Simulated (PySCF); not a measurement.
C₆H₁₃BClOSi (charge -1).
Atom-mapped SMILES: `[CH:1]#[C:2][CH2:3][Si:4]([CH3:5])([CH3:6])[O:7][BH2-:8][CH2:9][Cl:10]` (hydrogens: H11 on C1; H12, H13 on C3; H14, H15, H16 on C5; H17, H18, H19 on C6; H20, H21 on B8; H22, H23 on C9)

Theory: PBE0-D3(BJ)/def2-SVP geometry optimisation, gas phase in PySCF.

(1) Give the optimised bond lengths and angles.

## Answers

(1) 
```tsv
bond	length (Å)
C1≡C2	1.215
C2–C3	1.446
C3–Si4	1.928
Si4–C5, Si4–C6	1.885
Si4–O7	1.623
O7–B8	1.517
B8–C9	1.631
C9–Cl10	1.823
C1–H11	1.072
C3–H12, C3–H13	1.104
C5–H14 and 5 like bonds	1.102
B8–H20	1.243
B8–H21	1.256
C9–H22, C9–H23	1.103
```

Bonds in one row agree within 0.01 Å and their mean is given. A selection of angles:
```tsv
angle	degrees
C1–C2–C3	178.3
C2–C3–Si4	114.9
C3–Si4–C5	107.4
C3–Si4–C6	104.7
C3–Si4–O7	107.1
C5–Si4–C6	109.6
C5–Si4–O7	114.6
C6–Si4–O7	112.7
Si4–O7–B8	120.3
O7–B8–C9	106.0
B8–C9–Cl10	113.4
```

Dihedral angles: C2–C3–Si4–C5 45° (synclinal); C3–Si4–O7–B8 178° (antiperiplanar); Si4–O7–B8–C9 -112° (anticlinal); O7–B8–C9–Cl10 -179° (antiperiplanar). The mirror-image conformer, all signs reversed, is as good.

The C–C distances run from 1.215 Å (C1≡C2, drawn triple) to 1.446 Å (C2–C3, drawn single), a spread of 0.231 Å. Si4 (oxygen-bound silicon) is distorted tetrahedral (angles from 104.7° to 114.6°). Of the pairs four or more bonds apart, C2···H15 is among the closest relative to their van der Waals radii: 3.04 Å, 105 % of the sum of Bondi's values. B8 (four-coordinate boron) is tetrahedral (angles from 106.0° to 110.8°). The 3 C–Si bonds span 1.882 Å (Si4–C5, drawn single) to 1.928 Å (C3–Si4, drawn single), a spread of 0.046 Å.

Point group: C1 (no symmetry element, even within 0.4 Å). PBE0-D3(BJ)/def2-SVP frequencies: not computed here. The geometry's basis has no diffuse functions, a weakness for an anion.
